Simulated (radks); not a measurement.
Spherical quantum dot in the effective-mass picture: electrons in a hard-walled sphere of radius 2.84, with a point charge +1 (a donor) at the centre, all in effective atomic units (hartree* = m*/eps^2 hartree, bohr* = eps/m* bohr), one dielectric constant everywhere. Method: non-relativistic Kohn-Sham, PBE, spin-polarised, spherical densities; computed with a radial shooting solver with Libxc functionals. Levels are named by radial order and angular momentum (1s, 1p, 1d, 2s, ...), and open shells are averaged over m. Each electron was tried in the lowest free levels, single moves between levels near the top were tried too, and the lowest total energy was kept; such a search can miss a lower state. At N = 1 the Hartree and exchange-correlation terms need not cancel, so that row can carry a self-interaction error.

N	open shells	2S	E (hartree*)	mu = E(N) - E(N-1) (hartree*)	addition energy mu(N+1) - mu(N) (hartree*)	e(HOMO) (hartree*)	rms radius (bohr*)
1	1s(up 1, down 0)	1	-0.395174	-0.39517	0.7358	-0.10285	1.230
2	none	0	-0.0545470	0.34063	1.292	0.59835	1.336
3	1p(up 1, down 0)	1	1.57822	1.6328	0.4431	1.8487	1.511
4	1p(up 2, down 0)	2	3.65408	2.0759	0.4620	2.3055	1.600
5	1p(up 3, down 0)	3	6.19189	2.5378	0.6090	2.7707	1.657
6	1p(up 3, down 1)	2	9.33873	3.1468	0.4305	3.3578	1.702
7	1p(up 3, down 2)	1	12.9161	3.5774	0.4464	3.7993	1.736
8	none	0	16.9399	4.0238	1.160	4.2491	1.764
9	1d(up 1, down 0)	1	22.1239	5.1840	0.4293	5.3978	1.798
10	1d(up 2, down 0)	2	27.7371	5.6133	0.4327	5.8292	1.826
11	1d(up 3, down 0)	3	33.7831	6.0460	0.4344	6.2630	1.850
12	1d(up 4, down 0)	4	40.2635	6.4804	0.4352	6.6979	1.871
13	1d(up 5, down 0)	5	47.1791	6.9156	0.5627	7.1334	1.889
14	1d(up 5, down 1)	4	54.6574	7.4783	0.4213	7.6882	1.905
15	1d(up 5, down 2)	3	62.5570	7.8996	0.4248	8.1116	1.920
16	1d(up 5, down 3)	2	70.8815	8.3245	0.4268	8.5376	1.933
17	1d(up 5, down 4)	1	79.6327	8.7513	0.4280	8.9651	1.945
18	none	0	88.8120	9.1793	0.8698	9.3935	1.956
19	2s(up 1, down 0)	1	98.8610	10.049	0.7307	10.335	1.950
20	none	0	109.641	10.780	0.5463	11.059	1.941
21	1f(up 1, down 0)	1	120.967	11.326	0.4179	11.535	1.954
22	1f(up 2, down 0)	2	132.711	11.744	0.4147	11.963	1.965
23	2s(up 1, down 0) 1f(up 4, down 0)	5	144.870	12.159	0.3924	12.341	1.994
24	2s(up 1, down 0) 1f(up 5, down 0)	6	157.421	12.551	0.4201	12.761	2.004
25	2s(up 1, down 0) 1f(up 6, down 0)	7	170.392	12.971	0.4201	13.181	2.012
26	2s(up 1, down 0) 1f(up 7, down 0)	8	183.783	13.391	0.5389	13.601	2.021
27	2s(up 1, down 0) 1f(up 7, down 1)	7	197.713	13.930	0.4133	14.137	2.028
28	2s(up 1, down 0) 1f(up 7, down 2)	6	212.057	14.343	0.4141	14.550	2.036
29	2s(up 1, down 0) 1f(up 7, down 3)	5	226.814	14.758	0.4148	14.965	2.043
30	2s(up 1, down 0) 1f(up 7, down 4)	4	241.987	15.172	0.4152	15.380	2.049
31	2s(up 1, down 0) 1f(up 7, down 5)	3	257.574	15.588	0.4155	15.795	2.056
32	2s(up 1, down 0) 1f(up 7, down 6)	2	273.577	16.003	0.4157	16.211	2.062
33	2s(up 1, down 0)	1	289.996	16.419	0.6097	16.627	2.067
34	none	0	307.025	17.029	1.186	17.307	2.060
35	1g(up 1, down 0)	1	325.239	18.214	0.4099	18.419	2.066
36	1g(up 2, down 0)	2	343.863	18.624	-	18.829	2.072

All shells are closed at N = 2, 8, 18, 20, 34 (there: 1s2 1p6 1d10 2s2 1f14); the second difference of the energy has clear peaks (12 % above both neighbours; the first and last values, which can be the largest, are not judged, and half-filled shells can peak too) at N = 2, 5, 8, 13, 18, 26, 34.
